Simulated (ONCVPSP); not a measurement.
## Which change was made? (Ti, ONCV)

* Element: Ti (Z = 22)
* Generator: ONCVPSP 4.0.1
* Type: optimised norm-conserving Vanderbilt (ONCV)
* Functional: Wu-Cohen
* Relativity: scalar-relativistic
* Frozen core: [Ar]
* Valence charge: 4
* Reference configuration: 3d2 4s2
* Partial waves: 4s: rc 2.70 bohr, ncon 5, nbas 8, qcut 2.3 1/bohr, 2 projectors, debl 1.6 Ha; p scattering state at 0.06 Ha: rc 2.55 bohr, ncon 3, nbas 6, qcut 2.8 1/bohr, 2 projectors, debl 0.7 Ha; 3d: rc 2.25 bohr, ncon 4, nbas 9, qcut 6.9 1/bohr, 2 projectors, debl 3.9 Ha
* Local potential: polynomial inside 1.75 bohr (lpopt 5, dvloc0 1 Ha)
* Core correction: none

In the p channel the program set the typed energies aside and used 0.050, 0.750 Ha.

Cutoffs, loose and tight: the cutoffs (Ha) at which the residual kinetic energy of the hardest occupied pseudo-wave falls to 1 and 0.1 mHa per electron. They do not see the model core or the augmentation charge, which bear on the density cutoff. Test errors are all-electron minus pseudo excitation energies from the reference, over the configurations 3d2 4s1; 3d2 4s0; 3d1 4s0; 3d2 4s0 4p1; variants that change the core or the reference have their own tests.

The base gives: outcome: generated, projector energies reset by the program; cutoff, loose: 18 Ha; cutoff, tight: 21 Ha; bound ghosts: none; GHOST(+) flags above zero: s; largest test error (meV): +384.

Problem. After one change the result is: outcome: generated, projector energies reset by the program; cutoff, loose: 25 Ha; cutoff, tight: 29 Ha; bound ghosts: s, p; GHOST(+) flags above zero: s; largest test error (meV): +310. Which change was it?
A. core [Ne], valence charge 12; reference 3s2 3p6 3d2 4s2; waves now 3s+4s: rc 1.70 bohr, ncon 4, nbas 8, qcut 9.3 1/bohr, 2 projectors; 3p: rc 1.75 bohr, ncon 5, nbas 8, qcut 8.9 1/bohr, 3 projectors, debl 2.9 Ha; 3d: rc 1.50 bohr, ncon 5, nbas 10, qcut 10.6 1/bohr, 2 projectors, debl 2.3 Ha; local potential polynomial inside 1.20 bohr (lpopt 4, dvloc0 -1 Ha)
B. s: qcut 3.1; p: qcut 3.7; d: qcut 9.2
C. p: qcut 4.1

Solution. B. The others give: p: qcut 4.1 → outcome: generated, projector energies reset by the program; cutoff, loose: 18 Ha; cutoff, tight: 21 Ha; bound ghosts: p; GHOST(+) flags above zero: s; largest test error (meV): +384 | core [Ne], valence charge 12; reference 3s2 3p6 3d2 4s2; waves now 3s+4s: rc 1.70 bohr, ncon 4, nbas 8, qcut 9.3 1/bohr, 2 projectors; 3p: rc 1.75 bohr, ncon 5, nbas 8, qcut 8.9 1/bohr, 3 projectors, debl 2.9 Ha; 3d: rc 1.50 bohr, ncon 5, nbas 10, qcut 10.6 1/bohr, 2 projectors, debl 2.3 Ha; local potential polynomial inside 1.20 bohr (lpopt 4, dvloc0 -1 Ha) → outcome: generated; cutoff, loose: 42 Ha; cutoff, tight: 48 Ha; bound ghosts: none; GHOST(+) flags above zero: none; largest test error (meV): +14.
